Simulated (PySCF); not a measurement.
# Boron: a sound run and one with changed settings

Sound run: B²⁺ [He] 2s1, B³⁺ 1s2. Computed with PySCF 2.14 in pcseg-2 (4s3p2d1f, 30 functions), with the non-relativistic Hamiltonian (point nucleus). The sound run starts from symmetry-adapted Hartree-Fock orbitals and uses a fine grid where one is needed.

Changed run: initial guess atom, at most 3 SCF cycles. This setting is unsound on purpose.

| species | method | sound run (hartree) | changed run (hartree) | converged |
| --- | --- | --- | --- | --- |
| B²⁺ | UHF | -23.37246 | -23.37246 | no |
| B²⁺ | M06-2X | -23.43475 | -23.43475 | no |
| B²⁺ | LDA | -23.13213 | -23.13213 | no |
| B³⁺ | UHF | -21.98411 | -21.98411 | no |
| B³⁺ | M06-2X | -22.03306 | -22.03306 | no |
| B³⁺ | LDA | -21.74203 | -21.74203 | no |

The SCF was stopped early; the energies are upper bounds that still move, and correlated levels were skipped or rest on poor orbitals.
